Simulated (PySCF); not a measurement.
C5H7F3O2.
Atom-mapped SMILES: `[F:1][C:2]([F:3])([F:4])[C@H:5]1[CH2:6][O:7][CH2:8][CH2:9][O:10]1`

Structure used (PBE0-D3(BJ)/def2-SVP), in Å, numbered top down from 1:
```
atom  x, y, z in Å
F1     1.8071   -1.7432   -1.7246
C2     1.7284   -1.2716   -0.4737
F3     1.3974   -2.2878    0.3225
F4     2.9368   -0.8496   -0.1179
C5     0.7073   -0.1523   -0.4176
C6    -0.6807   -0.6106   -0.8517
O7    -1.6006    0.4343   -0.6950
C8    -1.6303    0.8993    0.6313
C9    -0.2528    1.3628    1.0573
O10    0.6846    0.3231    0.8970
H11    1.0588    0.6367   -1.1141
H12   -0.9693   -1.4883   -0.2401
H13   -0.6807   -0.9016   -1.9111
H14   -2.3541    1.7267    0.6726
H15   -1.9761    0.0968    1.3140
H16   -0.2376    1.6489    2.1188
H17    0.0467    2.2408    0.4508
```

NICS = −σ at a ghost point: NICS(0) at the centroid of the ring atoms, NICS(1) 1 Å to either side along the normal of their mean plane, zz for the tensor component along that normal. Level: GIAO HF/pcSseg-1 (PySCF, non-relativistic, gas phase) on the PBE0-D3(BJ)/def2-SVP geometry, one conformer.

Ring bond lengths (Å): C5–C6 1.525, C6–O7 1.401, O7–C8 1.406, C8–C9 1.515, C9–O10 1.409, O10–C5 1.398.

Problem. Give the NICS values of each ring in ppm.

Solution. 
```tsv
ring	type	NICS(0)	NICS(1), two faces	NICS(1)zz, two faces	rms pucker (Å)	centre to ring atoms, mean (Å)
C5–C6–O7–C8–C9–O10	6-membered ring with 2 O; formal bonds all single	-2.5	-1.5 / -1.5	3.1 / 2.4	0.22	1.39
```

Problem. What can be read from them?

Solution. 
- C5–C6–O7–C8–C9–O10: mean NICS(1)zz 2.8 ppm, near zero. C5, C6, C8, C9 have four or more neighbours, and the NICS criterion for π rings isn't applied.

Problem. At the second NICS(1) probe listed for ring C5–C6–O7–C8–C9–O10, 1 Å off the ring, what do the in-plane components average?

Solution. The isotropic value is a third of the trace: (3 × -1.5 − (2.4))/2 = -3.5 ppm.

Problem. How do the values depend on the level or the medium?

Solution. 
```
             level  NICS(0), C5–C6–O7–C8–C9–O10  mean NICS(1)zz, C5–C6–O7–C8–C9–O10
  HF/pcSseg-1, gas                         -2.5                                 2.8
PBE0/pcSseg-1, gas                         -2.3                                 2.8
```

The geometry is the same throughout.
